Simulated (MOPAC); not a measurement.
MOPAC input (AM1):

```
AM1 FORCE THERMO(298,298) PRECISE LET CHARGE=-1 GEO-OK AUX(PRECISION=9) THREADS=1
H3Pb

Pb    0.01581636 1    0.01501634 1    0.01493417 1
H     0.65187099 1   -1.21564651 1   -1.18203902 1
H    -1.18185378 1    0.71410204 1   -1.18035106 1
H    -1.20838675 1   -1.14888832 1    0.72097528 1
```

From the output:

```
     H    4   1.838887   0.134396   0.134397   1.862407

          HEAT OF FORMATION =      -4.160704 KCALS/MOLE

          ZERO POINT ENERGY      10.465 KCAL/MOL

           NORMAL COORDINATE ANALYSIS (Total motion = 1 Angstrom)

   Root No.       1         2         3         4         5         6

                 1 A1      1 E       1 E       2 E       2 E       2 A1

                 665.0     671.5     671.5    1768.1    1768.1    1775.9

           1    0.0022   -0.0005    0.0018   -0.0025   -0.0007   -0.0014
           2    0.0024   -0.0013   -0.0012    0.0017   -0.0019   -0.0015
           3   -0.0025   -0.0017    0.0004   -0.0007   -0.0024    0.0015
           4   -0.0071    0.0008   -0.0028    0.4984    0.1287    0.3324
           5   -0.2275    0.3378   -0.0699   -0.0008   -0.0036   -0.0063
           6    0.2417    0.2344    0.2376    0.0025   -0.0025    0.0067
           7   -0.2267    0.3283   -0.1038    0.0194   -0.0246   -0.0253
           8   -0.0201    0.0208   -0.0039   -0.3595    0.3688    0.3315
           9    0.2417    0.0886   -0.3217   -0.0034   -0.0009    0.0067
          10   -0.2267   -0.2289   -0.2571    0.0052    0.0309   -0.0253
          11   -0.2400   -0.0874    0.3220    0.0118    0.0310   -0.0268
          12    0.0347    0.0213   -0.0055    0.1378    0.4965   -0.3304

           MASS-WEIGHTED COORDINATE ANALYSIS (NORMAL COORDINATES)

   Root No.       1         2         3         4         5         6

                 1 A1      1 E       1 E       2 E       2 E       2 A1

                 665.0     671.5     671.5    1768.1    1768.1    1775.9

           1    0.0556   -0.0121    0.0430   -0.0575   -0.0157   -0.0341
           2    0.0588   -0.0320   -0.0296    0.0391   -0.0429   -0.0361
           3   -0.0625   -0.0408    0.0105   -0.0143   -0.0543    0.0383
           4   -0.0123    0.0013   -0.0048    0.7856    0.2147    0.5760
           5   -0.3935    0.5743   -0.1163   -0.0012   -0.0057   -0.0110
           6    0.4181    0.3964    0.4053    0.0040   -0.0039    0.0117
           7   -0.3922    0.5584   -0.1739    0.0313   -0.0382   -0.0439
           8   -0.0347    0.0354   -0.0064   -0.5779    0.5717    0.5744
           9    0.4181    0.1529   -0.5459   -0.0054   -0.0015    0.0117
          10   -0.3922   -0.3869   -0.4386    0.0075    0.0488   -0.0439
          11   -0.4153   -0.1509    0.5464    0.0179    0.0491   -0.0465
          12    0.0600    0.0361   -0.0093    0.2061    0.7847   -0.5727

          DESCRIPTION OF VIBRATIONS

 VIBRATION          1    1A1         ATOM PAIR     ENERGY CONTRIBUTION    RADIAL
 FREQUENCY           664.98         Pb1 -- H 2         +33.3% ( 40.9%)      1.0%
 TRANSITION DIPOLE   0.9842         Pb1 -- H 3         +33.3% ( 40.9%)      1.0%
 TRAVEL (Ang.)       0.5370         Pb1 -- H 4         +33.3% ( 40.9%)      1.0%
 REDUCED MASS        0.3516
 EFFECTIVE MASS      1.3611
 FORCE CONSTANT      0.0916

 VIBRATION          3    1E          ATOM PAIR     ENERGY CONTRIBUTION    RADIAL
 FREQUENCY           671.47         Pb1 -- H 4         +50.0% ( 50.4%)      0.0%
 TRANSITION DIPOLE   0.4505         Pb1 -- H 3         +32.9% ( 40.9%)      0.4%
 TRAVEL (Ang.)       0.5106         Pb1 -- H 2         +17.1% ( 29.5%)      1.4%
 REDUCED MASS        0.3852
 EFFECTIVE MASS      1.1034
 FORCE CONSTANT      0.1023

 VIBRATION          5    2E          ATOM PAIR     ENERGY CONTRIBUTION    RADIAL
 FREQUENCY          1768.12         Pb1 -- H 4         +62.4% ( 79.1%)     99.7%
 TRANSITION DIPOLE   0.9548         Pb1 -- H 3         +33.0% ( 57.5%)     99.2%
 TRAVEL (Ang.)       0.2751         Pb1 -- H 2          +4.6% ( 21.6%)     93.1%
 REDUCED MASS        0.5041
 EFFECTIVE MASS      1.1484
 FORCE CONSTANT      0.9285

 VIBRATION          6    2A1         ATOM PAIR     ENERGY CONTRIBUTION    RADIAL
 FREQUENCY          1775.90         Pb1 -- H 4         +33.3% ( 57.5%)     99.6%
 TRANSITION DIPOLE   0.8091         Pb1 -- H 3         +33.3% ( 57.5%)     99.6%
 TRAVEL (Ang.)       0.3359         Pb1 -- H 2         +33.3% ( 57.5%)     99.6%
 REDUCED MASS        0.3365
 EFFECTIVE MASS      1.1173
 FORCE CONSTANT      0.6253

      SYMMETRY NUMBER FOR POINT-GROUP C3v =  3

          SYSTEM IS A GROUND STATE

 H3Pb

          MOLECULE IS NOT LINEAR

          THERE ARE  6 GENUINE VIBRATIONS IN THIS SYSTEM
          THIS THERMODYNAMICS CALCULATION IS LIMITED TO
          MOLECULES WHICH HAVE NO INTERNAL ROTATIONS

                    CALCULATED THERMODYNAMIC PROPERTIES
                                          *
   TEMP. (K)   PARTITION FUNCTION   H.O.F.    ENTHALPY  HEAT CAPACITY ENTROPY
                                   KCAL/MOL   CAL/MOLE    CAL/K/MOL  CAL/K/MOL

 298.00  VIB.     0.1129D+01                   239.0429     2.7499     1.0436
         ROT.     0.4434D+03                   888.2803     2.9808    15.0918
         INT.     0.5007D+03                  1127.3232     5.7307    16.1354
         TRA.     0.2947D+28                  1480.4672     4.9680    41.9305
         TOT.                       -4.161    2607.7904    10.6987    58.0660

   *: NOTE: HEATS OF FORMATION ARE RELATIVE TO THE
            ELEMENTS IN THEIR STANDARD STATE AT 298K
              (=  Standard Enthalpy of Formation).

            Hvib:  Zero-point energy is not included.
                   frequencies of less than zero cm-1 are not included.
            Hrot = (3/2)RT
            Htra = (3/2)RT + pV = (5/2)RT

            Heat capacity is Cp, not Cv

          For more information, see: HTTP://OpenMOPAC.net/Manual/thermochemistry.html

           FORCE CONSTANT IN CARTESIAN COORDINATES (Millidynes/A)

    ATOM   CHEMICAL       X               Y               Z
   NUMBER   SYMBOL  FORCE CONSTANT  FORCE CONSTANT  FORCE CONSTANT

      1      Pb        2.079076        2.078947        2.078792
      2       H        1.852688        0.132871        0.132277
      3       H        0.140099        1.845460        0.132277
      4       H        0.140099        0.140416        1.837320

 **********************
 *                    *
 * JOB ENDED NORMALLY *
 *                    *
 **********************

 == MOPAC DONE ==
```

The dipole moment of an ion depends on the origin.
